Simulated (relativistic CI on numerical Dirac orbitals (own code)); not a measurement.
## Ru4+: M2,3 absorption edge

Computed with this model: Dirac-Coulomb-Breit CI, orbitals from a KLI potential per configuration, model QED (radiative potential, 1s self-energy scaled to tabulated hydrogen-like ionisation energies), multiplet model of core-to-valence dipole absorption, unscaled Slater integrals; configurations [Kr] 4d4 → [Ne] 3s2 3p5 3d10 4s2 4p6 4d5; 80 K; Lorentzian 1.2 eV and Gaussian 0.4 eV FWHM. Energies are those of the free ion, without screening or charge transfer. The branching ratio is the share of the lower-energy edge in the whole absorption, uncertain by about 0.02 where the edges overlap. S is read from ⟨S²⟩ = S(S + 1).

Field parameters in Wybourne normalisation: D3d B²₀ = −7Dσ, B⁴₀ = −14Dq − 21Dτ, B⁴₃ = −14√(10/7) Dq; Oh B⁴₀ = 21Dq, B⁴₄ = √(5/14) B⁴₀. The field is a parameter set, without covalency.

Computed curve for Oh, 10Dq = 34650 cm⁻¹, scaled to 100 at the maximum (points under 2 are left out and the grid is thinned):

| Energy (eV) | Intensity |
| --- | --- |
| 462.00 | 2.1 |
| 462.50 | 2.4 |
| 462.75 | 2.6 |
| 463.25 | 3.2 |
| 463.75 | 3.9 |
| 464.25 | 5.0 |
| 464.50 | 5.7 |
| 465.00 | 7.8 |
| 465.50 | 11.5 |
| 466.00 | 19.0 |
| 466.25 | 25.8 |
| 466.75 | 51.8 |
| 467.25 | 78.8 |
| 467.50 | 75.8 |
| 468.00 | 60.1 |
| 468.50 | 53.0 |
| 469.00 | 62.0 |
| 469.25 | 74.7 |
| 469.75 | 99.7 |
| 470.25 | 92.0 |
| 470.75 | 77.9 |
| 471.00 | 75.6 |
| 471.50 | 58.1 |
| 472.00 | 39.3 |
| 472.25 | 35.7 |
| 472.75 | 33.2 |
| 473.25 | 26.0 |
| 473.75 | 16.3 |
| 474.00 | 12.7 |
| 474.50 | 8.4 |
| 475.00 | 6.1 |
| 475.50 | 4.9 |
| 475.75 | 4.4 |
| 476.25 | 3.7 |
| 476.75 | 3.1 |
| 477.25 | 2.5 |
| 477.50 | 2.3 |
| 478.00 | 2.1 |
| 488.50 | 2.3 |
| 488.75 | 2.7 |
| 489.25 | 4.0 |
| 489.75 | 6.9 |
| 490.25 | 13.3 |
| 490.50 | 16.6 |
| 491.00 | 16.0 |
| 491.50 | 15.6 |
| 492.00 | 23.3 |
| 492.25 | 26.9 |
| 492.75 | 27.2 |
| 493.25 | 24.4 |
| 493.50 | 22.3 |
| 494.00 | 17.5 |
| 494.50 | 10.9 |
| 495.00 | 7.7 |
| 495.25 | 7.6 |
| 495.75 | 8.3 |
| 496.25 | 6.5 |
| 496.75 | 3.8 |
| 497.00 | 3.0 |
| 497.50 | 2.1 |

The ground state has S = 1.02, and the centroid lies at 474.13 eV.
